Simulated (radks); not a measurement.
Task: All-electron atom: the bismuth ion Bi30+ in [Kr] 4d10 4f7. Calculated with a radial shooting solver on a logarithmic mesh with Libxc functionals: scalar-relativistic Kohn-Sham, exchange-only LDA, spin-polarised, spherical densities, point nucleus; open shells are filled with parallel spins first (spin-orbit coupling, left out, can overturn this in heavy ions). Some entries of the table are withheld. Estimate them.

| orbital | occ. | eigenvalue (hartree) | <r> (bohr) |
|---|---|---|---|
| 1s down | 1 | -3367.427 | 0.01579 |
| 1s up | 1 | -3367.426 | 0.01579 |
| 2s up | 1 | -635.5691 | 0.06650 |
| 2s down | 1 | -635.5503 | 0.06649 |
| 2p up | 3 | -549.1465 | 0.06056 |
| 2p down | 3 | -549.1313 | 0.06055 |
| 3s up | 1 | -181.4487 | 0.1714 |
| 3s down | 1 | -181.1191 | 0.1712 |
| 3p up | 3 | -156.7416 | 0.1734 |
| 3p down | 3 | -156.4052 | 0.1732 |
| 3d up | 5 | -131.9927 | 0.1571 |
| 3d down | 5 | -131.7290 | 0.1568 |
| 4s up | 1 | -67.80899 | 0.3651 |
| 4s down | 1 | -67.32358 | 0.3657 |
| 4p up | 3 | -59.34358 | (1) |
| 4p down | 3 | -58.88228 | (2) |
| 4d up | 5 | -49.87016 | 0.3929 |
| 4d down | 5 | -49.41590 | 0.3940 |
| 4f up | 7 | -39.80756 | 0.3785 |
| 4f down | 0 | -39.30353 | 0.3801 |

Result: 
(1) 4p up <r> (bohr): 0.3848
(2) 4p down <r> (bohr): 0.3855
